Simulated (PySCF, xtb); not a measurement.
chloro(silylmethyl)silane (CH₇ClSi₂), SMILES [SiH3]C[SiH2]Cl. The values are those of a single conformer.

Harmonic wavenumbers (cm⁻¹) from GFN2-xTB in xtb 6.7.1 at its own minimum, in rising order: 51, 102, 141, 211, 461, 476, 497, 522, 568, 647, 704, 735, 781, 784, 794, 803, 822, 1023, 1141, 1452, 2237, 2245, 2253, 2273, 2280, 2968, 2985.

Problem. What does PySCF with PBE-D3(BJ)/def2-SVP give at its own minimum? (Estimate from the structure and the level; the computed values follow.)

Solution. 47, 123, 127, 236, 461, 509, 529, 552, 654, 676, 744, 773, 843, 897, 911, 917, 922, 990, 1039, 1323, 2160, 2167, 2172, 2180, 2189, 2982, 3051. Paired by order, the mean absolute difference is 60 cm⁻¹ and the zero-point energies are 42.8 and 43.1 kcal/mol.
